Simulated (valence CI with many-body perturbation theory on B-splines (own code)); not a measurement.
Values are calculated unless marked as measured or tabulated.
## Sensitivity of CI+MBPT for Ba XXV

Method: valence CI with perturbative core correlation (CI+MBPT): four valence electrons over a frozen Dirac-Fock core [Ar] 3d10, radial functions for each j: 6 s, 6 p, 5 d, 3 f, 1 g, with the one-electron correlation potential Σ1 (screened to all orders), the two-electron term Σ2, the three-electron term Σ3, Breit, model QED; selected single and double excitations, second order for the rest (own B-spline code, finite nucleus).

No measured spectrum was set against this ion. As an estimate, levels hold to about 250 cm⁻¹ or 0.2 % of their energy and the worst to 1 %, as in measured heavy ions of charge 2 to 7; those with d or f electrons hold less well.

The reference run has the lowest level (4s^2 4p1/2^2) J=0 and an ionisation energy of 809.824 eV. Its largest variational space holds 9999 state functions.

Levels are named by their leading jj configuration (3d3/2^4 stands for four electrons in 3d with j = 3/2), which in mixed levels can hold well under half, so a name can repeat and another be missing. Letters in brackets count levels of one name in rising energy.

```
                     Level  Reference (cm⁻¹)  Shift (cm⁻¹)
    (4s^2 4p1/2 4p3/2) J=1            143353          -749
    (4s^2 4p1/2 4p3/2) J=2            164840          -477
        (4s^2 4p3/2^2) J=2            324548         -1097
        (4s^2 4p3/2^2) J=0            374683          -459
    (4s 4p1/2^2 4p3/2) J=2            571357         -2875
    (4s 4p1/2^2 4p3/2) J=1            648409          -266
(4s 4p1/2 4p3/2^2) J=2 [a]            710953         -3028
    (4s 4p1/2 4p3/2^2) J=3            749404         -2450
    (4s 4p1/2 4p3/2^2) J=0            793707         -1465
(4s 4p1/2 4p3/2^2) J=1 [a]            811655          -507
(4s 4p1/2 4p3/2^2) J=2 [b]            813141          -429
(4s 4p1/2 4p3/2^2) J=1 [b]            857766         +4867
```

The ionisation energy moves by -0.430 eV.

(1) Which of these changes was made?
A. highest l in the core sums 6 → 2
B. QED terms on → off; three-electron term on → off
C. orbitals per symmetry with explicit Σ2 and valence Breit (the others get mean screening factors) 5 → 2

## Answers

(1) A. highest l in the core sums 6 → 2.
